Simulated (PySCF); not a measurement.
Bi(F)(Me)2 (C2H6BiF), SMILES [F][Bi]([CH3])[CH3].

Geometry optimised at B3LYP-D3(BJ)/def2-SVP. The structure was generated by enumeration; whether it is a known compound was not checked. The def2 effective core potentials stand for the cores of Bi; spin–orbit coupling is left out.

The numbers are results of PySCF with B3LYP-D3(BJ)/def2-SVP, not measurements.

Frequencies are harmonic and unscaled.

```json
[
 {"mode": "1", "ν (cm⁻¹)": "49", "IR (km/mol)": "0.0", "Raman (Å⁴/amu)": "0.1", "depolarisation": "0.75", "moving atoms (share of kinetic energy)": "H 98 %"},
 {"mode": "2", "ν (cm⁻¹)": "79", "IR (km/mol)": "0.3", "Raman (Å⁴/amu)": "0.4", "depolarisation": "0.72", "moving atoms (share of kinetic energy)": "H 93 %"},
 {"mode": "3", "ν (cm⁻¹)": "147", "IR (km/mol)": "4.1", "Raman (Å⁴/amu)": "3.2", "depolarisation": "0.75", "moving atoms (share of kinetic energy)": "F 50 %, C 29 %, H 17 %"},
 {"mode": "4", "ν (cm⁻¹)": "153", "IR (km/mol)": "1.1", "Raman (Å⁴/amu)": "3.4", "depolarisation": "0.74", "moving atoms (share of kinetic energy)": "C 44 %, H 29 %, F 24 %"},
 {"mode": "5", "ν (cm⁻¹)": "161", "IR (km/mol)": "3.8", "Raman (Å⁴/amu)": "4.1", "depolarisation": "0.75", "moving atoms (share of kinetic energy)": "C 46 %, H 26 %, F 17 %, Bi 11 %"},
 {"mode": "6", "ν (cm⁻¹)": "461", "IR (km/mol)": "25.9", "Raman (Å⁴/amu)": "26.3", "depolarisation": "0.75", "moving atoms (share of kinetic energy)": "C 74 %, H 18 %"},
 {"mode": "7", "ν (cm⁻¹)": "463", "IR (km/mol)": "16.6", "Raman (Å⁴/amu)": "44.1", "depolarisation": "0.12", "moving atoms (share of kinetic energy)": "C 75 %, H 18 %"},
 {"mode": "8", "ν (cm⁻¹)": "550", "IR (km/mol)": "51.0", "Raman (Å⁴/amu)": "7.3", "depolarisation": "0.19", "moving atoms (share of kinetic energy)": "F 91 %"},
 {"mode": "9", "ν (cm⁻¹)": "688", "IR (km/mol)": "6.6", "Raman (Å⁴/amu)": "0.2", "depolarisation": "0.75", "moving atoms (share of kinetic energy)": "H 89 %, C 11 %"},
 {"mode": "10", "ν (cm⁻¹)": "709", "IR (km/mol)": "13.0", "Raman (Å⁴/amu)": "2.5", "depolarisation": "0.75", "moving atoms (share of kinetic energy)": "H 82 %, C 16 %"},
 {"mode": "11", "ν (cm⁻¹)": "710", "IR (km/mol)": "0.3", "Raman (Å⁴/amu)": "2.1", "depolarisation": "0.75", "moving atoms (share of kinetic energy)": "H 84 %, C 16 %"},
 {"mode": "12", "ν (cm⁻¹)": "792", "IR (km/mol)": "17.9", "Raman (Å⁴/amu)": "4.6", "depolarisation": "0.68", "moving atoms (share of kinetic energy)": "H 82 %, C 18 %"},
 {"mode": "13", "ν (cm⁻¹)": "1167", "IR (km/mol)": "4.7", "Raman (Å⁴/amu)": "16.6", "depolarisation": "0.75", "moving atoms (share of kinetic energy)": "H 82 %, C 18 %"},
 {"mode": "14", "ν (cm⁻¹)": "1180", "IR (km/mol)": "0.3", "Raman (Å⁴/amu)": "22.6", "depolarisation": "0.11", "moving atoms (share of kinetic energy)": "H 83 %, C 17 %"},
 {"mode": "15", "ν (cm⁻¹)": "1418", "IR (km/mol)": "2.6", "Raman (Å⁴/amu)": "6.8", "depolarisation": "0.75", "moving atoms (share of kinetic energy)": "H 94 %"},
 {"mode": "16", "ν (cm⁻¹)": "1428", "IR (km/mol)": "4.8", "Raman (Å⁴/amu)": "19.1", "depolarisation": "0.68", "moving atoms (share of kinetic energy)": "H 95 %"},
 {"mode": "17", "ν (cm⁻¹)": "1430", "IR (km/mol)": "1.8", "Raman (Å⁴/amu)": "23.9", "depolarisation": "0.75", "moving atoms (share of kinetic energy)": "H 94 %"},
 {"mode": "18", "ν (cm⁻¹)": "1442", "IR (km/mol)": "11.1", "Raman (Å⁴/amu)": "4.6", "depolarisation": "0.75", "moving atoms (share of kinetic energy)": "H 95 %"},
 {"mode": "19", "ν (cm⁻¹)": "3041", "IR (km/mol)": "9.0", "Raman (Å⁴/amu)": "252.2", "depolarisation": "0.01", "moving atoms (share of kinetic energy)": "H 98 %"},
 {"mode": "20", "ν (cm⁻¹)": "3042", "IR (km/mol)": "9.4", "Raman (Å⁴/amu)": "0.3", "depolarisation": "0.75", "moving atoms (share of kinetic energy)": "H 98 %"},
 {"mode": "21", "ν (cm⁻¹)": "3157", "IR (km/mol)": "3.4", "Raman (Å⁴/amu)": "4.2", "depolarisation": "0.75", "moving atoms (share of kinetic energy)": "H 90 %, C 10 %"},
 {"mode": "22", "ν (cm⁻¹)": "3159", "IR (km/mol)": "8.6", "Raman (Å⁴/amu)": "148.3", "depolarisation": "0.74", "moving atoms (share of kinetic energy)": "H 90 %, C 10 %"},
 {"mode": "23", "ν (cm⁻¹)": "3166", "IR (km/mol)": "5.8", "Raman (Å⁴/amu)": "34.2", "depolarisation": "0.75", "moving atoms (share of kinetic energy)": "H 90 %, C 10 %"},
 {"mode": "24", "ν (cm⁻¹)": "3166", "IR (km/mol)": "2.1", "Raman (Å⁴/amu)": "125.5", "depolarisation": "0.74", "moving atoms (share of kinetic energy)": "H 90 %, C 10 %"}
]
```
